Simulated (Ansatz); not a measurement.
Born–Oppenheimer molecular dynamics of CH₇BO₂Si (12 atoms, charge 0, multiplicity 1). It starts from a relaxed structure.

Computed with Ansatz, RKS r2SCAN/6-31G.

| Item | Value |
| --- | --- |
| ensemble | NVT, Langevin thermostat |
| time step | 0.5 fs |
| steps asked | 250 |
| set temperature | 300 K |
| friction | 0.01 /fs |
| seed | 36266 |

Frames 1 fs apart, positions in Å, forces in eV/Å.

Velocities at 5.0 fs (Å/ps):

```
B -7.09 -3.06 -0.37
Si 2.42 -2.54 0.92
O -1.83 3.07 4.32
O -3.07 -0.73 -2.52
C 4.19 6.26 -0.89
H -12.79 -10.88 13.77
H 5.95 -5.13 -5.55
H 3.23 0.55 -0.55
H -3.57 4.57 1.18
H 11.57 15.61 -22.47
H -15.98 6.79 -4.96
H 26.37 11.96 8.27
```

```xyz
12
Properties=species:S:1:pos:R:3:forces:R:3 time_fs=5.0 energy_less_start_eV=0.090 T=174
B -0.637 1.084 1.949 -0.23 0.00 1.07
Si -0.459 0.611 0.017 -0.66 0.36 -0.24
O 0.252 1.869 -0.934 0.20 0.06 -0.03
O 0.438 -0.844 0.087 0.06 0.23 0.81
C 0.583 -1.763 -0.999 -0.17 -0.26 -0.21
H 0.293 1.438 2.620 0.16 0.05 -0.26
H -1.649 0.997 2.619 0.16 -0.02 -0.54
H -1.722 0.386 -0.779 0.08 -0.08 0.05
H 1.092 2.291 -0.683 0.00 0.03 0.00
H -0.374 -1.857 -1.549 0.38 0.03 -0.17
H 0.821 -2.739 -0.557 0.19 0.12 -0.23
H 1.395 -1.374 -1.629 -0.18 -0.50 -0.26
12
Properties=species:S:1:pos:R:3:forces:R:3 time_fs=6.0 energy_less_start_eV=0.104 T=162
B -0.644 1.081 1.949 0.09 -0.01 0.96
Si -0.457 0.609 0.018 -0.73 0.50 -0.23
O 0.250 1.872 -0.929 0.08 -0.02 -0.06
O 0.434 -0.844 0.085 0.08 0.19 0.89
C 0.587 -1.758 -0.999 0.00 0.02 -0.63
H 0.281 1.427 2.632 0.16 0.05 -0.31
H -1.643 0.991 2.611 -0.15 -0.04 -0.38
H -1.718 0.387 -0.779 0.07 -0.08 0.04
H 1.088 2.293 -0.683 0.13 0.09 0.04
H -0.361 -1.841 -1.572 0.43 0.05 -0.10
H 0.805 -2.733 -0.563 0.27 -0.08 -0.15
H 1.418 -1.364 -1.623 -0.42 -0.66 -0.06
12
Properties=species:S:1:pos:R:3:forces:R:3 time_fs=7.0 energy_less_start_eV=0.118 T=147
B -0.652 1.079 1.950 0.47 0.00 0.82
Si -0.455 0.607 0.018 -0.77 0.66 -0.20
O 0.249 1.876 -0.925 -0.06 -0.12 -0.10
O 0.431 -0.843 0.083 0.14 0.10 0.92
C 0.591 -1.754 -0.999 0.02 0.30 -1.00
H 0.273 1.419 2.645 0.10 0.04 -0.38
H -1.641 0.986 2.600 -0.47 -0.06 -0.19
H -1.712 0.388 -0.781 0.02 -0.10 0.01
H 1.085 2.296 -0.684 0.27 0.17 0.09
H -0.346 -1.820 -1.598 0.47 0.02 0.02
H 0.794 -2.728 -0.571 0.31 -0.29 -0.04
H 1.434 -1.360 -1.618 -0.50 -0.72 0.06
12
Properties=species:S:1:pos:R:3:forces:R:3 time_fs=8.0 energy_less_start_eV=0.128 T=131
B -0.660 1.078 1.952 0.82 0.00 0.63
Si -0.453 0.605 0.019 -0.81 0.79 -0.14
O 0.247 1.878 -0.921 -0.02 -0.10 -0.11
O 0.428 -0.842 0.082 0.22 -0.01 0.92
C 0.595 -1.750 -0.999 -0.06 0.53 -1.29
H 0.265 1.410 2.655 0.04 0.04 -0.42
H -1.642 0.980 2.587 -0.77 -0.07 0.00
H -1.704 0.387 -0.784 -0.04 -0.11 -0.02
H 1.083 2.300 -0.684 0.26 0.16 0.09
H -0.329 -1.799 -1.624 0.45 -0.02 0.14
H 0.786 -2.723 -0.581 0.33 -0.50 0.06
H 1.440 -1.361 -1.616 -0.42 -0.69 0.12
12
Properties=species:S:1:pos:R:3:forces:R:3 time_fs=9.0 energy_less_start_eV=0.126 T=137
B -0.668 1.076 1.955 0.97 -0.06 0.46
Si -0.452 0.604 0.018 -0.88 0.90 -0.07
O 0.244 1.880 -0.917 0.08 -0.05 -0.11
O 0.424 -0.841 0.081 0.34 -0.16 0.89
C 0.600 -1.746 -1.000 -0.20 0.48 -1.34
H 0.257 1.400 2.661 0.04 0.06 -0.40
H -1.649 0.969 2.575 -0.91 -0.07 0.11
H -1.696 0.384 -0.789 -0.08 -0.11 -0.03
H 1.083 2.302 -0.681 0.18 0.12 0.07
H -0.309 -1.780 -1.645 0.33 -0.08 0.21
H 0.781 -2.724 -0.592 0.30 -0.51 0.10
H 1.440 -1.369 -1.617 -0.17 -0.55 0.10
12
Properties=species:S:1:pos:R:3:forces:R:3 time_fs=10.0 energy_less_start_eV=0.113 T=154
B -0.674 1.076 1.957 0.82 -0.17 0.35
Si -0.451 0.603 0.018 -0.96 1.04 0.00
O 0.242 1.883 -0.913 0.34 0.09 -0.08
O 0.421 -0.839 0.081 0.47 -0.34 0.79
C 0.604 -1.740 -1.002 -0.30 0.04 -1.07
H 0.247 1.389 2.663 0.11 0.11 -0.31
H -1.665 0.956 2.564 -0.83 -0.03 0.10
H -1.691 0.381 -0.795 -0.10 -0.10 -0.04
H 1.088 2.305 -0.679 -0.05 0.00 0.01
H -0.287 -1.763 -1.664 0.12 -0.10 0.20
H 0.777 -2.732 -0.601 0.21 -0.21 0.03
H 1.438 -1.382 -1.617 0.19 -0.33 0.01
12
Properties=species:S:1:pos:R:3:forces:R:3 time_fs=11.0 energy_less_start_eV=0.105 T=158
B -0.680 1.075 1.960 0.47 -0.31 0.27
Si -0.451 0.602 0.017 -1.06 1.11 0.07
O 0.241 1.884 -0.909 0.59 0.24 -0.06
O 0.417 -0.838 0.082 0.61 -0.52 0.64
C 0.609 -1.734 -1.006 -0.18 -0.52 -0.73
H 0.237 1.380 2.660 0.20 0.17 -0.16
H -1.690 0.944 2.553 -0.58 0.02 0.01
H -1.688 0.378 -0.798 -0.10 -0.09 -0.05
H 1.093 2.305 -0.676 -0.28 -0.11 -0.04
H -0.263 -1.751 -1.680 -0.16 -0.10 0.12
H 0.775 -2.745 -0.609 0.10 0.25 -0.08
H 1.444 -1.397 -1.620 0.39 -0.15 0.02
12
Properties=species:S:1:pos:R:3:forces:R:3 time_fs=12.0 energy_less_start_eV=0.108 T=159
B -0.687 1.074 1.963 0.06 -0.43 0.17
Si -0.450 0.602 0.016 -1.18 1.13 0.13
O 0.239 1.885 -0.905 0.68 0.30 -0.08
O 0.414 -0.837 0.083 0.73 -0.67 0.50
C 0.612 -1.729 -1.010 0.22 -0.97 -0.41
H 0.230 1.374 2.655 0.28 0.22 0.00
H -1.720 0.936 2.538 -0.25 0.08 -0.09
H -1.687 0.372 -0.801 -0.09 -0.07 -0.03
H 1.096 2.302 -0.673 -0.33 -0.12 -0.06
H -0.237 -1.742 -1.692 -0.53 -0.07 -0.07
H 0.774 -2.757 -0.618 0.00 0.64 -0.16
H 1.458 -1.413 -1.622 0.41 -0.03 0.12
12
Properties=species:S:1:pos:R:3:forces:R:3 time_fs=13.0 energy_less_start_eV=0.122 T=145
B -0.693 1.073 1.966 -0.35 -0.51 0.12
Si -0.450 0.603 0.015 -1.29 1.11 0.19
O 0.238 1.887 -0.902 0.63 0.29 -0.13
O 0.411 -0.837 0.084 0.83 -0.81 0.36
C 0.616 -1.724 -1.014 0.60 -1.27 -0.16
H 0.228 1.371 2.648 0.28 0.24 0.12
H -1.754 0.933 2.525 0.16 0.15 -0.20
H -1.684 0.367 -0.805 -0.08 -0.05 -0.03
H 1.095 2.295 -0.670 -0.24 -0.05 -0.05
H -0.215 -1.734 -1.704 -0.83 -0.04 -0.25
H 0.775 -2.764 -0.629 -0.09 0.87 -0.17
H 1.475 -1.429 -1.622 0.37 0.07 0.20
12
Properties=species:S:1:pos:R:3:forces:R:3 time_fs=14.0 energy_less_start_eV=0.132 T=151
B -0.698 1.072 1.970 -0.63 -0.53 0.06
Si -0.450 0.605 0.014 -1.36 1.05 0.26
O 0.235 1.889 -0.898 0.47 0.21 -0.19
O 0.409 -0.836 0.084 0.91 -0.90 0.24
C 0.619 -1.720 -1.019 0.82 -1.33 -0.11
H 0.228 1.372 2.642 0.24 0.22 0.20
H -1.785 0.936 2.510 0.48 0.18 -0.26
H -1.681 0.361 -0.806 -0.11 -0.04 -0.05
H 1.092 2.286 -0.664 -0.02 0.08 -0.02
H -0.200 -1.724 -1.719 -0.90 -0.01 -0.29
H 0.777 -2.764 -0.641 -0.16 0.89 -0.13
H 1.494 -1.442 -1.619 0.26 0.16 0.28
12
Properties=species:S:1:pos:R:3:forces:R:3 time_fs=15.0 energy_less_start_eV=0.131 T=147
B -0.703 1.071 1.974 -0.71 -0.47 -0.02
Si -0.449 0.606 0.013 -1.42 0.96 0.34
O 0.233 1.892 -0.895 0.19 0.08 -0.28
O 0.408 -0.836 0.084 0.97 -0.95 0.14
C 0.623 -1.716 -1.024 0.82 -1.12 -0.27
H 0.228 1.378 2.638 0.15 0.18 0.21
H -1.809 0.945 2.493 0.66 0.19 -0.24
H -1.679 0.352 -0.807 -0.11 -0.01 -0.05
H 1.087 2.277 -0.659 0.31 0.26 0.05
H -0.192 -1.711 -1.734 -0.77 0.00 -0.21
H 0.777 -2.753 -0.654 -0.21 0.62 0.00
H 1.514 -1.456 -1.615 0.14 0.26 0.32
12
Properties=species:S:1:pos:R:3:forces:R:3 time_fs=16.0 energy_less_start_eV=0.121 T=162
B -0.709 1.068 1.978 -0.63 -0.36 -0.14
Si -0.450 0.607 0.013 -1.45 0.81 0.38
O 0.231 1.896 -0.891 0.10 0.05 -0.31
O 0.408 -0.837 0.085 0.99 -0.94 0.07
C 0.627 -1.713 -1.029 0.64 -0.67 -0.54
H 0.228 1.385 2.637 0.03 0.12 0.20
H -1.827 0.957 2.471 0.69 0.16 -0.14
H -1.677 0.342 -0.811 -0.09 0.02 -0.03
H 1.086 2.268 -0.651 0.43 0.34 0.06
H -0.191 -1.699 -1.748 -0.48 0.02 -0.05
H 0.774 -2.738 -0.668 -0.20 0.14 0.20
H 1.535 -1.465 -1.605 -0.01 0.31 0.32
```

Of the whole run (125 fs, mean temperature of the second half 275 K): A run of 0.12 ps of so small a system gives no equilibrium averages. Limits of this set-up: no polarisation functions.

The run took 13 min on 2 threads of Arm Neoverse N1 (shared host), peak memory 0.12 GiB.
